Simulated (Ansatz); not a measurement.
Ansatz (a program for electronic structure) input:

Ansatz 0.2 input:
```yaml
crystal:
  periodic: [false, false, false]
  atoms:
    - {symbol: B, position_ang: [-0.00743775, -0.15429228, 0.05506089]}
    - {symbol: C, position_ang: [1.50809995, -0.40890066, 0.02162352]}
    - {symbol: O, position_ang: [-0.46417787, 1.20966664, -0.38917484]}
    - {symbol: O, position_ang: [-1.09062394, -0.83256379, 0.38257350]}
    - {symbol: H, position_ang: [1.75418833, -1.41596684, 0.35703570]}
    - {symbol: H, position_ang: [2.04527009, 0.29537707, 0.66487847]}
    - {symbol: H, position_ang: [1.91070173, -0.28840568, -0.98918238]}
    - {symbol: H, position_ang: [-1.41124497, 1.44139236, -0.39390998]}
    - {symbol: H, position_ang: [-1.00217824, -1.74131625, 0.69611216]}
    - {symbol: H, position_ang: [0.13026661, 1.91696192, -0.68716883]}
basis:
  gaussian:
    orbitals: 6-31G*
total_charge: 1
magnetization: {spin_polarized: false}
correlation: {method: ccsd_t, electrons: outside_noble_gas}
```

Q: Which total energy does the run end on?

A: -216.21054 Eh (CCSD(T)/6-31G*).

It need not be the lowest isomer of its formula.
